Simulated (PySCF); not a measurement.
Stepwise substitution at one centre (Si Br-NH2). Gas-phase values, no solvent. One relaxed conformer stands for each flexible species; it need not be the lowest. Strings in code marks are SMILES.

Calculation: PBE-D3(BJ)/def2-TZVP // PBE0-D3(BJ)/def2-TZVP (PySCF). All candidates: neutral, multiplicity 1. Excitations are Tamm–Dancoff values on a coarser integration grid. The basis has no diffuse functions, so Rydberg states are missing or too high.

- T1 excitation (TDA) = 5.18 eV
- HOMO–LUMO gap = 5.27 eV
- HOMO = -5.22 eV

Q: Name which member has these values.
(A) `N[Si](N)(Br)Br`
(B) `N[Si](Br)(Br)Br`
(C) `N[Si](N)(N)Br`
(D) `N[Si](N)(N)N`

A: D, `N[Si](N)(N)N`. The others give `N[Si](N)(N)Br`: 5.78 eV, 5.91 eV, -6.02 eV; `N[Si](N)(Br)Br`: 5.58 eV, 5.71 eV, -6.43 eV; `N[Si](Br)(Br)Br`: 4.96 eV, 5.06 eV, -6.73 eV
